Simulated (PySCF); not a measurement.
An unknown shows these calculated signals:

¹H NMR (600 MHz, computed): δ 8.75 (s, 1H), 5.93 (d, 1H), 5.74 (m, 1H), 1.58 (d, 3H), 0.79 (s, 6H).

¹³C{¹H} NMR (computed): δ 161.5 (CH), 133.4 (CH), 132.4 (CH), 17.0 (CH3), 7.9 (CH3).

No relativistic terms, averaged over atoms made equivalent by symmetry, fast rotation or ring inversion, one conformer, no solvent model. Geometry from PBE0-D3(BJ)/def2-SVP; NMR shieldings at PBE/pcSseg-1/GIAO; PySCF 2.14.

References, each an isolated molecule treated in the same way: ¹H (σ = 31.20 ppm) and ¹³C (σ = 180.03 ppm) vs TMS.

Which of these does the molecule contain: an amide, a three-membered ring, a Si–CH3 group, a carboxylic acid, a non-aromatic C=C double bond?

Results:


- An amide: yes (δC 161.5; δH 8.75 (s)).
- A three-membered ring: no.
- A Si–CH3 group: no.
- A carboxylic acid: no.
- A non-aromatic C=C double bond: yes.

The data belong to SMILES C/C=C\N(C=O)B(C)C, C6H12BNO; they needn't prove each group on their own.

Carbon signals by region: 1 in the far downfield region (above 160 ppm), 2 in the sp2 and nitrile region (100–160 ppm), 2 below 50 ppm. Above 160 ppm: 161.5, amide carbonyl carbon.

A carbon bonded to boron is broadened by the quadrupolar boron nucleus and is often missing from a measured spectrum. Shifts are as computed. Against solution values, carbons near 30 ppm lie about +2 ppm off and those near 130 ppm about +2 ppm. Of 1309 compounds with measured shifts, 239 miss one by over three times the rms of a fit or turn the order of signals round; such compounds aren't used in these exercises. Multiplicities follow the n + 1 count of equivalent neighbours, as no J values were calculated; m marks all less simple cases, F and P coupling included.
